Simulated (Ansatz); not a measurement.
Ti₃B₃. The state is a doublet with charge 0. Geometry r2SCAN-D4/def2-SVP; atoms count from 1.

Cartesian coordinates in Å:
```
Ti -0.217 1.023 0.949
Ti 1.274 -0.400 -0.478
Ti -1.253 0.014 -1.297
B 0.296 1.327 -1.045
B 0.572 -0.928 1.424
B -0.672 -1.037 0.447
```

The charge 0 doublet is spin-contaminated (final ⟨S²⟩ up to 1.86, 0.75 for a pure state). The geometry of the doublet was relaxed on an unsound state (⟨S²⟩ 1.82, where a pure state has 0.75). At PBE0-D4/def2-TZVP a quartet of charge 0 lies 0.15 eV below the doublet, each at its own geometry. The structure comes from a short search, and lower isomers may exist.

**Question.** Estimate the Mulliken populations from the PBE0/def2-TZVP orbitals of Ansatz.

**Answer.** 
| atom | charge (e) | spin (α − β) | d electrons |
| --- | --- | --- | --- |
| Ti1 | 0.46 | -0.75 | 2.60 |
| Ti2 | 0.42 | 0.40 | 2.60 |
| Ti3 | 0.34 | 1.59 | 2.71 |
| B4 | -0.53 | -0.23 | – |
| B5 | -0.33 | 0.37 | – |
| B6 | -0.35 | -0.37 | – |
Mulliken values and Mayer orders depend strongly on the basis.

**Question.** Where does the spin sit?

**Answer.** Summed by element: Ti 1.23, B -0.23, of 1 unpaired in all. Largest on single atoms: Ti3 1.59, Ti1 -0.75, Ti2 0.40.

**Question.** And the Mayer bond orders between bonded heavy atoms (over 0.3)?

**Answer.** Ti1–Ti2 0.99 (2.51 Å); Ti1–Ti3 0.84 (2.67 Å); Ti1–B4 1.10 (2.08 Å); Ti1–B5 0.92 (2.16 Å); Ti1–B6 0.72 (2.17 Å); Ti2–Ti3 0.94 (2.69 Å); Ti2–B4 1.15 (2.06 Å); Ti2–B5 1.09 (2.10 Å); Ti2–B6 0.62 (2.25 Å); Ti3–B4 1.13 (2.05 Å); Ti3–B6 0.93 (2.12 Å); B5–B6 1.19 (1.59 Å).
